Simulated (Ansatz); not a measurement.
Isomers of TiO2F4H4 (singlet), relaxed with r2SCAN-D4/def2-SVP; total energies from Ansatz at ωB97X-V/def2-TZVP.

```csv
isomer,description,energy (Eh)
A,trans-Ti(H2O)2F4 (TiO2F4H4),-1401.94595
B,cis-Ti(H2O)2F4 (TiO₂F₄H₄),-1401.96066
```

Task: Work out the relative energies (1 Eh = 2625.5 kJ/mol) and the Boltzmann populations at 1200 K from electronic energies alone (R = 8.314 J/mol/K).

Result: ΔE: A 38.6, B 0.0 kJ/mol. RT = 9.98 kJ/mol. Factors exp(−ΔE/RT): A 0.0209, B 1; sum 1.021. Populations: A 2.0 %, B 98.0 %. Zero-point energy, vibrational entropy and symmetry numbers are left out and can shift these; an error of 4 kJ/mol changes a ratio by a factor of 1.5. Over the other density-functional and correlated levels in def2 sets, the gap between B and A ranges from 35 to 50 kJ/mol.
